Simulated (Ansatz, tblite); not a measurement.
Isomers of Zn₂Se₂⁻ (doublet), found by a short tight-binding search and relaxed with PBE-D4/def2-SVPD in Ansatz.

The xTB rows come from tblite. HSE06 is defined as in plane-wave codes, on full-range PBE exchange.

Run but left out: MP2/def2-TZVPD (A: ⟨S²⟩ 0.95, where a pure state has 0.75).

A: At MP2/def2-TZVPD the charge -1 doublet is spin-contaminated (final ⟨S²⟩ up to 0.95, 0.75 for a pure state). At PBE-D4/def2-TZVPD the highest occupied level of the charge -1 doublet lies above zero (up to 0.22 eV). It is a level of α spin, whose loss leaves a singlet; that state wasn't run at this geometry and level. The electron is either unbound and held by the finite basis, or the level is raised by self-interaction error. B: At MP2/def2-TZVPD the charge -1 doublet is spin-contaminated (final ⟨S²⟩ up to 0.85, 0.75 for a pure state). At PBE-D4/def2-TZVPD the highest occupied level of the charge -1 doublet lies above zero (up to 0.05 eV). By energy differences its removal costs 2.04 eV (vertical, to the charge 0 singlet, at PBE-D4/def2-TZVPD); a positive level beside a positive removal energy at the same level points to self-interaction error.

Other spin states were run for one of them alone.

A:

```xyz
4

Zn    1.485    0.859    0.376
Zn   -0.858    0.748    1.345
Se    0.839   -1.151   -0.961
Se   -1.466   -0.456   -0.760
```

B:

| atom | x (Å) | y (Å) | z (Å) |
| --- | --- | --- | --- |
| Zn1 | 1.042 | -0.729 | -0.434 |
| Zn2 | -1.042 | 0.729 | 0.435 |
| Se3 | 1.091 | 1.655 | -0.162 |
| Se4 | -1.091 | -1.655 | 0.162 |

**Question.** Estimate which lies lowest at each level, and how far above it the others are (kcal/mol).

**Answer.** 
```tsv
level	A	B
GFN1-xTB	0.0	31.2
GFN2-xTB	22.7	0.0
HF/def2-TZVPD	36.3	0.0
PBE-D4/def2-TZVPD	29.7	0.0
r2SCAN-D4/def2-TZVPD	36.4	0.0
PBE0-D4/def2-TZVPD	34.2	0.0
HSE06-D4/def2-TZVPD	34.2	0.0
CAM-B3LYP-D4/def2-TZVPD	32.5	0.0
```
Point groups (tolerance 0.1 Å): A not assigned, B D2h. Lower isomers may exist.
